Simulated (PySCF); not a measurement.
A run for PySCF: R-M06-2X/def2-TZVPP on CH4OSn (SMILES [CH3][Sn][OH]), a point of a torsion scan. Elements past Kr take the def2 small-core potentials; no spin–orbit coupling.

```python
from pyscf import gto, dft

mol = gto.M(
    atom='''
    C    -1.02582982   -0.05797244    0.00874623
    Sn    0.65278161    1.47473489   -0.20046147
    O     2.18241079    0.19809022    0.17780265
    H    -0.84766558   -0.90866971   -0.65427907
    H    -2.02065983    0.32831360   -0.21683585
    H    -1.05300274   -0.44908085    1.02957473
    H     2.08402808   -0.73183918    0.36883671
    ''',
    basis='def2-tzvpp',
    ecp={'Sn': 'def2-tzvpp'},
    charge=0, spin=0, verbose=4, max_memory=1800)
mf = dft.RKS(mol, xc='m062x').density_fit(auxbasis='def2-universal-jkfit')
mf.grids.level = 4
mf.conv_tol = 1e-9
mf.max_cycle = 150
mf.kernel()
mf.dip_moment()
```

It printed:

```
PySCF version 2.14.0

[INPUT] verbose = 4
[INPUT] num. atoms = 7
[INPUT] num. electrons = 40
[INPUT] charge = 0
[INPUT] spin (= nelec alpha-beta = 2S) = 0
[INPUT] symmetry False subgroup None
[INPUT] Mole.unit = angstrom
[INPUT] Symbol           X                Y                Z      unit          X                Y                Z       unit  Magmom
[INPUT]  1 C     -1.025829820000  -0.057972440000   0.008746230000 AA   -1.938537410212  -0.109552034373   0.016527979322 Bohr   0.0
[INPUT]  2 Sn     0.652781610000   1.474734890000  -0.200461470000 AA    1.233578462053   2.786845048441  -0.378817276828 Bohr   0.0
[INPUT]  3 O      2.182410790000   0.198090220000   0.177802650000 AA    4.124158684396   0.374336263755   0.335998312722 Bohr   0.0
[INPUT]  4 H     -0.847665580000  -0.908669710000  -0.654279070000 AA   -1.601855791421  -1.717136889588  -1.236408251335 Bohr   0.0
[INPUT]  5 H     -2.020659830000   0.328313600000  -0.216835850000 AA   -3.818493669610   0.620422786970  -0.409760370487 Bohr   0.0
[INPUT]  6 H     -1.053002740000  -0.449080850000   1.029574730000 AA   -1.989886787017  -0.848639814287   1.945614264473 Bohr   0.0
[INPUT]  7 H      2.084028080000  -0.731839180000   0.368836710000 AA    3.938242307103  -1.382975617426   0.697000366586 Bohr   0.0

nuclear repulsion = 119.922941666839
number of shells = 62
number of NR pGTOs = 247
number of NR cGTOs = 168
basis = def2-tzvpp
ecp = {'Sn': 'def2-tzvpp'}


******** <class 'pyscf.df.df_jk.DFRKS'> ********
method = DFRKS
initial guess = minao
damping factor = 0
level_shift factor = 0
DIIS = <class 'pyscf.scf.diis.CDIIS'>
diis_start_cycle = 1
diis_space = 8
diis_damp = 0
SCF conv_tol = 1e-09
SCF conv_tol_grad = None
SCF max_cycles = 150
direct_scf = False
XC library pyscf.dft.libxc version 7.1.2
    S. Lehtola, C. Steigemann, M. J. T. Oliveira, and M. A. L. Marques,  SoftwareX 7, 1–5 (2018)
XC functionals = m062x
    Y. Zhao and D. G. Truhlar,  Theor. Chem. Acc. 120, 215 (2008)
    Y. Zhao and D. G. Truhlar,  Theor. Chem. Acc. 120, 215 (2008)
radial grids:
    Treutler-Ahlrichs [JCP 102, 346 (1995); DOI:10.1063/1.469408] (M4) radial grids

becke partition: Becke, JCP 88, 2547 (1988); DOI:10.1063/1.454033
pruning grids: <function nwchem_prune>
grids dens level: 4
symmetrized grids: False
atomic radii adjust function: <function treutler_atomic_radii_adjust>
small_rho_cutoff = 0
Set gradient conv threshold to 3.16228e-05
Initial guess from minao.
tot grids = 151832
******** <class 'pyscf.df.df.DF'> ********
auxbasis = def2-universal-jkfit
init E= -292.906883644248
  HOMO = -0.668052040202639  LUMO = -0.561310536087163  gap/eV = 2.90458
cycle= 1 E= -329.051253696176  delta_E= -36.1  |g|= 2.26  |ddm|= 30.8
  HOMO = -0.0892699253830536  LUMO = 0.0384282284856603  gap/eV = 3.47484
cycle= 2 E= -329.358505501041  delta_E= -0.307  |g|=  2.1  |ddm|= 6.99
  HOMO = -0.246844505157203  LUMO = -0.037108470834859  gap/eV = 5.70721
cycle= 3 E= -329.974609276665  delta_E= -0.616  |g|= 0.236  |ddm|= 2.89
  HOMO = -0.280415289309563  LUMO = -0.0555687161439238  gap/eV = 6.11839
cycle= 4 E= -329.974362409479  delta_E= 0.000247  |g|= 0.248  |ddm|= 0.362
  HOMO = -0.278256633206663  LUMO = -0.0565515184059215  gap/eV = 6.03290
cycle= 5 E= -329.985268335388  delta_E= -0.0109  |g|= 0.0143  |ddm|= 0.146
  HOMO = -0.276407592402322  LUMO = -0.0552425128865117  gap/eV = 6.01821
cycle= 6 E= -329.985309559111  delta_E= -4.12e-05  |g|= 0.00617  |ddm|= 0.0225
  HOMO = -0.277043712512473  LUMO = -0.0552196823679907  gap/eV = 6.03614
cycle= 7 E= -329.985319286033  delta_E= -9.73e-06  |g|= 0.00204  |ddm|= 0.0107
  HOMO = -0.276991987148403  LUMO = -0.0553400615091633  gap/eV = 6.03146
cycle= 8 E= -329.985320460571  delta_E= -1.17e-06  |g|= 0.00043  |ddm|= 0.00324
  HOMO = -0.277017405439086  LUMO = -0.0553554294850933  gap/eV = 6.03173
cycle= 9 E= -329.985320521161  delta_E= -6.06e-08  |g|= 9.83e-05  |ddm|= 0.000953
  HOMO = -0.277005428743298  LUMO = -0.055345340246074  gap/eV = 6.03168
cycle= 10 E= -329.985320526943  delta_E= -5.78e-09  |g|= 3.46e-05  |ddm|= 0.000214
  HOMO = -0.277007263892649  LUMO = -0.0553456718138428  gap/eV = 6.03172
cycle= 11 E= -329.98532052768  delta_E= -7.38e-10  |g|= 6.49e-06  |ddm|= 8.14e-05
  HOMO = -0.277007130643128  LUMO = -0.0553457304135101  gap/eV = 6.03171
Extra cycle  E= -329.985320527706  delta_E= -2.53e-11  |g|= 4.09e-06  |ddm|= 1.51e-05
converged SCF energy = -329.985320527706
Dipole moment(X, Y, Z, Debye): -1.68210,  0.14644, -0.14547
```

Self-consistency was reached.

Cost: roughly 24 core-seconds.
